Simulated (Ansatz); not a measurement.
A nudged elastic band was laid between two geometries of BClF2 + H2S (7 atoms, charge 0, multiplicity 1).

Theory: Ansatz 0.2.0, RHF/def2-SVP.

```yaml
movable_images: 5
climbing_image: yes
spring: 5.0 eV/Å²
optimiser: quadratic models (default)
start_path: through a guess of the saddle point
force_threshold: 0.05 eV/Å
iteration_limit: 60
end_points: relaxed
```

First end point:

```xyz
7
Properties=species:S:1:pos:R:3
B 0.012 0.530 -0.145
F -0.183 0.703 1.128
F 1.226 0.480 -0.598
Cl -1.351 0.484 -1.247
S 0.016 -2.753 0.638
H -1.281 -2.944 0.392
H -0.171 -2.442 1.923
```

Last end point:

```xyz
7
Properties=species:S:1:pos:R:3
B 0.009 -0.550 -0.594
F -0.224 -0.003 2.383
F 1.129 0.116 -0.572
Cl -1.443 0.228 -1.201
S 0.059 -2.283 -0.042
H -1.231 -2.566 -0.224
H -0.032 -0.885 2.342
```

Q: What changes between the two ends?

A: Bonds broken: B1–F2, S5–H7. Bonds formed: B1–S5, F2–H7. BClF2 + H2S becomes BClFHS + FH.

Q: What energy profile does the band end with?

A: The forces met the threshold. The highest image is number 4 of 0 to 6, 53.3 kcal/mol above the first end and 28.6 kcal/mol above the last; the last end lies 24.8 kcal/mol above the first. Neighbouring images differ by up to 1.4 eV, so the band resolves the path poorly. A vibrational analysis at the climbing image gives one clearly imaginary mode, 1607i cm⁻¹: a first-order saddle point. The orbitals stay closed-shell, which can raise the energy where a bond breaks towards radicals; this wasn't checked here.

| image | path coordinate (Å) | energy (kcal/mol) | B1–F2 (Å) | S5–H7 (Å) | B1–S5 (Å) |
| --- | --- | --- | --- | --- | --- |
| 0 | 0.00 | 0.0 | 1.30 | 1.33 | 3.38 |
| 1 | 0.53 | 0.7 | 1.30 | 1.33 | 3.19 |
| 2 | 1.05 | 4.9 | 1.31 | 1.33 | 2.83 |
| 3 | 1.58 | 21.4 | 1.36 | 1.36 | 2.31 |
| 4 | 2.10 | 53.3 | 1.56 | 1.65 | 2.02 |
| 5 | 2.89 | 28.9 | 2.36 | 2.29 | 1.85 |
| 6 | 3.68 | 24.8 | 3.04 | 2.77 | 1.82 |

Q: What is the geometry of the highest image?

A: 
```xyz
7
Properties=species:S:1:pos:R:3:forces:R:3
B -0.012 -0.299 -0.052 0.00 0.00 0.00
F -0.236 -0.034 1.469 0.00 0.00 0.00
F 1.170 0.192 -0.371 0.00 0.00 0.00
Cl -1.444 0.229 -0.982 0.00 0.00 0.00
S 0.105 -2.273 0.340 0.00 0.00 0.00
H -1.179 -2.586 0.148 0.00 0.00 0.00
H -0.136 -1.172 1.540 0.00 0.00 0.00
```

Run time: 3.6 min on 1 thread of Arm Neoverse V1, with other jobs on the host, peak memory 0.17 GiB.
